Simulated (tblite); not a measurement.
C₅H₁₀AlFO.
Numbering: `[CH2:1]=[C:2]1[CH2:3][CH2:4][CH2:5][O+:6]1[AlH2-:7][F:8]` (hydrogens: H9, H10 on C1; H11, H12 on C3; H13, H14 on C4; H15, H16 on C5; H17, H18 on Al7)
Bond orders are those of one Lewis drawing.

Computed with GFN2-xTB (tblite), gas phase: L-BFGS steps from a force-field or distance-geometry start until the largest atomic force falls under 0.01 eV/Å.

At the end of the run (lengths in Å): Al7–F8 1.664, O6–Al7 1.900, Al7–H18 1.550, Al7–H17 1.550, C3–H12 1.088, C5–O6 1.425, C5–H15 1.097, O6–Al7–F8 97.2°, C2–O6–Al7 120.2°, C4–C5–O6 104.0°, C1–C2–O6 121.6°, C1–C2–C3–C4 167°, C2–C3–C4–C5 30°, C3–C4–C5–O6 -38°, H15–C5–C4–C3 80°, H13–C4–C5–O6 79°.

Problem. These geometries were met on the way; a selection of coordinates is given. Order them by energy above the end point, lowest first.
A. Al7–F8 1.664, O6–Al7 2.025, Al7–H18 1.527, Al7–H17 1.535, C3–H12 1.084, C5–O6 1.437, C5–H15 1.098, O6–Al7–F8 98.5°, C2–O6–Al7 127.7°, C4–C5–O6 102.8°, C1–C2–O6 125.2°, C1–C2–C3–C4 170°, C2–C3–C4–C5 35°, C3–C4–C5–O6 -48°, H15–C5–C4–C3 67°, H13–C4–C5–O6 65°
B. Al7–F8 1.818, O6–Al7 1.845, Al7–H18 1.610, Al7–H17 1.583, C3–H12 1.114, C5–O6 1.427, C5–H15 1.122, O6–Al7–F8 107.1°, C2–O6–Al7 126.5°, C4–C5–O6 97.5°, C1–C2–O6 128.1°, C1–C2–C3–C4 168°, C2–C3–C4–C5 41°, C3–C4–C5–O6 -55°, H15–C5–C4–C3 57°, H13–C4–C5–O6 60°
C. Al7–F8 1.666, O6–Al7 1.911, Al7–H18 1.539, Al7–H17 1.552, C3–H12 1.086, C5–O6 1.425, C5–H15 1.095, O6–Al7–F8 97.7°, C2–O6–Al7 127.1°, C4–C5–O6 103.8°, C1–C2–O6 122.4°, C1–C2–C3–C4 167°, C2–C3–C4–C5 33°, C3–C4–C5–O6 -42°, H15–C5–C4–C3 74°, H13–C4–C5–O6 76°
D. Al7–F8 1.624, O6–Al7 1.955, Al7–H18 1.577, Al7–H17 1.567, C3–H12 1.070, C5–O6 1.451, C5–H15 1.090, O6–Al7–F8 105.9°, C2–O6–Al7 129.2°, C4–C5–O6 99.9°, C1–C2–O6 126.7°, C1–C2–C3–C4 170°, C2–C3–C4–C5 38°, C3–C4–C5–O6 -52°, H15–C5–C4–C3 60°, H13–C4–C5–O6 60°
E. Al7–F8 1.671, O6–Al7 1.954, Al7–H18 1.588, Al7–H17 1.582, C3–H12 1.093, C5–O6 1.428, C5–H15 1.105, O6–Al7–F8 98.4°, C2–O6–Al7 127.3°, C4–C5–O6 102.6°, C1–C2–O6 123.8°, C1–C2–C3–C4 168°, C2–C3–C4–C5 35°, C3–C4–C5–O6 -45°, H15–C5–C4–C3 70°, H13–C4–C5–O6 72°

Solution. C (0.071 eV), E (0.122 eV), A (0.224 eV), D (0.406 eV), B (0.862 eV).

```tsv
step	E above end (eV)	rms distance from the end, all atoms (Å)	largest force (eV/Å)	rms shift of all bonds from the end (Å)
14	0.071	0.186	0.204	0.004
11	0.122	0.208	0.421	0.018
7	0.224	0.248	0.558	0.031
2	0.406	0.279	1.471	0.021
0	0.862	0.293	2.875	0.044
```

Rows stand in the order of the answer.
